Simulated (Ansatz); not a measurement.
Steps of a relaxation of CH5GeO, SMILES `[CH3][GeH2][O]` radical with UKS PBE-D4/def2-SVP.

```sh
$ ansatz run in.yaml --threads 2 --pin off --events-out ev --progress --plain --max-ram 22528MiB --backend cpu
```

```yaml
crystal:
  periodic: [false, false, false]
  atoms:
    - {symbol: C, position_ang: [-0.558400, 0.728400, -0.322100]}
    - {symbol: Ge, position_ang: [0.502200, -0.716800, 0.240000]}
    - {symbol: O, position_ang: [1.160700, -0.353900, 1.839000]}
    - {symbol: H, position_ang: [0.082500, 1.705400, -0.394200]}
    - {symbol: H, position_ang: [-1.428000, 0.914800, 0.377100]}
    - {symbol: H, position_ang: [-1.033200, 0.566600, -1.334900]}
    - {symbol: H, position_ang: [1.682500, -0.918200, -0.773900]}
    - {symbol: H, position_ang: [-0.316300, -1.983400, 0.313200]}
basis:
  gaussian: {orbitals: def2-SVP}
magnetization: {spin_polarized: true, initial_magnetization: 1}
hamiltonian: {xc: pbe, dispersion: d4}
relax: {f_tol: 0.03, max_steps: 200}
```

Positions (Å) and forces (eV/Å) along the path, 7 of 7 steps:

```xyz
8
step=1 energy=-59659.8352 eV
C    -0.558    0.728   -0.322   -1.002    2.990   -0.703
Ge    0.502   -0.717    0.240    0.942   -1.105   -0.512
O     1.161   -0.354    1.839    0.355    0.343    0.682
H     0.083    1.705   -0.394   -0.970   -1.389    0.167
H    -1.428    0.915    0.377    0.668   -0.072   -0.275
H    -1.033    0.567   -1.335    0.482   -0.124    0.504
H     1.683   -0.918   -0.774    0.000    0.074    0.137
H    -0.316   -1.983    0.313   -0.475   -0.717    0.000
8
step=2 energy=-59660.0187 eV
C    -0.570    0.759   -0.321   -0.519    1.145   -0.325
Ge    0.492   -0.755    0.228    0.455   -0.441   -0.115
O     1.187   -0.302    1.810    0.084    0.074    0.266
H     0.047    1.697   -0.371   -0.201   -0.501    0.054
H    -1.417    0.942    0.380    0.197   -0.107   -0.099
H    -0.999    0.572   -1.334    0.118   -0.039    0.199
H     1.700   -0.916   -0.752   -0.054   -0.033    0.024
H    -0.347   -2.054    0.305   -0.080   -0.097   -0.004
8
step=3 energy=-59660.0484 eV
C    -0.587    0.782   -0.329   -0.128    0.083   -0.015
Ge    0.512   -0.756    0.223    0.132   -0.155    0.003
O     1.179   -0.297    1.828   -0.066    0.026   -0.009
H     0.040    1.687   -0.376    0.085    0.092   -0.006
H    -1.412    0.948    0.389    0.006   -0.043    0.027
H    -1.012    0.576   -1.331    0.023   -0.047    0.002
H     1.715   -0.941   -0.753   -0.038    0.023   -0.021
H    -0.344   -2.056    0.293   -0.014    0.023    0.019
8
step=4 energy=-59660.0470 eV rejected
C    -0.569    0.782   -0.327   -0.037    0.006    0.116
Ge    0.527   -0.777    0.222   -0.013    0.259    0.119
O     1.143   -0.294    1.839   -0.050   -0.030   -0.104
H     0.051    1.699   -0.380   -0.011   -0.100    0.010
H    -1.394    0.923    0.394   -0.017    0.038    0.010
H    -0.987    0.547   -1.324   -0.006    0.011   -0.062
H     1.689   -0.892   -0.797    0.091   -0.151   -0.046
H    -0.369   -2.045    0.318    0.043   -0.032   -0.043
8
step=5 energy=-59660.0547 eV
C    -0.582    0.785   -0.324   -0.043    0.018    0.000
Ge    0.526   -0.762    0.218    0.045   -0.047   -0.035
O     1.148   -0.280    1.828   -0.026    0.019    0.026
H     0.044    1.694   -0.370    0.028    0.025    0.000
H    -1.406    0.934    0.397    0.006   -0.015    0.020
H    -1.001    0.568   -1.326    0.011   -0.013   -0.008
H     1.709   -0.946   -0.779   -0.012    0.004   -0.015
H    -0.346   -2.049    0.300   -0.009    0.008    0.013
8
step=6 energy=-59660.0554 eV
C    -0.578    0.785   -0.322    0.006   -0.015   -0.001
Ge    0.535   -0.765    0.211   -0.032    0.015    0.039
O     1.119   -0.267    1.832    0.007   -0.013   -0.032
H     0.049    1.694   -0.369   -0.003    0.000   -0.002
H    -1.397    0.927    0.407    0.003   -0.002    0.007
H    -0.998    0.562   -1.322   -0.008    0.013   -0.016
H     1.707   -0.947   -0.796    0.015   -0.004    0.009
H    -0.346   -2.047    0.303    0.011    0.006   -0.004
8
step=7 energy=-59660.0557 eV
C    -0.579    0.785   -0.324   -0.003   -0.003   -0.001
Ge    0.531   -0.764    0.212    0.004    0.000   -0.001
O     1.127   -0.269    1.829   -0.003    0.000   -0.002
H     0.048    1.694   -0.368    0.000    0.001    0.001
H    -1.398    0.926    0.406    0.000    0.002    0.001
H    -1.001    0.568   -1.325    0.002    0.000    0.002
H     1.710   -0.949   -0.789   -0.001   -0.002    0.001
H    -0.346   -2.048    0.304    0.001    0.002    0.000
```

Run time 41 s (2 threads of an AMD EPYC 7R13 on a shared host); peak host memory 0.25 GiB.
